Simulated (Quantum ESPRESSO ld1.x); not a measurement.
Problem. The mean radii <r> (bohr) of the occupied orbitals of an atom or ion are listed with their occupations. Method: scalar-relativistic Kohn-Sham, PBE, spin-unpolarised, spherical densities, point nucleus; computed with ld1.x of Quantum ESPRESSO 7.5.

| orbital | occ. | <r> |
|---|---|---|
| 1s | 2 | 0.01631 |
| 2s | 2 | 0.06873 |
| 2p | 6 | 0.06235 |
| 3s | 2 | 0.1775 |
| 3p | 6 | 0.1793 |
| 3d | 10 | 0.1624 |
| 4s | 2 | 0.3916 |
| 4p | 6 | 0.4176 |
| 4d | 10 | 0.4398 |
| 5s | 2 | 0.8771 |
| 4f | 14 | 0.4676 |
| 5p | 6 | 1.007 |
| 5d | 10 | 1.362 |
| 6s | 1 | 2.273 |

Name the element and its charge.

Solution. Z = 81, thallium, charge +2: Tl2+ in [Xe] 4f14 5d10 6s1. The 1s radius gives Z: for a bare nucleus <r> = (2 gamma + 1)/(2Z) with gamma = sqrt(1 - (Z/c)^2), 0.01613 bohr for Z = 81, and screening makes it slightly larger (0.01631 here). The occupations add up to 79, and the charge is Z minus that.
